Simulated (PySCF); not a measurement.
PySCF input file for C4H9NSi, SMILES CC#C[SiH2]CN, PBE0/pcSseg-1. Geometry: PBE0-D3(BJ)/def2-SVP. The structure was generated by enumeration, and PubChem lists no compound with its InChIKey, so it may never have been made. The values are those of a single conformer.

```python
import numpy as np
from pyscf import gto, scf, dft
from pyscf.prop.nmr import rks as nmr

mol = gto.M(
    atom='''
    C     3.05462501    0.95124206    1.04478563
    C     1.82755833    0.25889182    0.69664733
    C     0.80175292   -0.33416892    0.40681223
    Si   -0.76143775   -1.17310832   -0.05541017
    C    -2.06758780    0.14702326   -0.40304155
    N    -1.59195164    1.05718391   -1.42734730
    H     3.72321232    0.29668955    1.62555580
    H     3.59740860    1.27238122    0.14202461
    H     2.84748236    1.84601185    1.65240634
    H    -0.52374594   -2.02085468   -1.26030282
    H    -1.20729543   -2.04543582    1.07492904
    H    -2.36138162    0.61372390    0.56314490
    H    -2.96391174   -0.38709784   -0.76659503
    H    -2.27024064    1.79288958   -1.61293590
    H    -0.73582894    1.51699210   -1.12227505
    ''',
    basis='pcSseg-1',
    charge=0,
    spin=0,
    max_memory=1600,
    verbose=3,
)
mf = dft.RKS(mol, xc='pbe0')
mf.grids.level = 3
mf.conv_tol = 1e-10
mf.max_cycle = 100
mf.kernel()
n = nmr.NMR(mf)
n.verbose = 2
n.max_cycle_cphf = 60
sigma = n.kernel()
print('atom   isotropic/ppm   span/ppm')
for i, s in enumerate(sigma):
    w = np.linalg.eigvalsh((s + s.T) / 2)
    print(f'{mol.atom_symbol(i):2s}{i + 1:3d} {w.mean():14.3f} {w[2] - w[0]:11.3f}')
```

Output:

```
converged SCF energy = -501.610157079777
atom   isotropic/ppm   span/ppm
C   1        178.499      26.536
C   2         70.474     293.846
C   3        103.561     252.195
Si  4        415.487      72.977
C   5        155.294      46.602
N   6        244.409      70.523
H   7         29.271      11.706
H   8         29.286      11.337
H   9         29.348      11.463
H  10         26.928       8.817
H  11         27.048       8.858
H  12         28.760      11.261
H  13         29.082       9.391
H  14         30.939      19.430
H  15         30.767      16.849
```

The run converged.
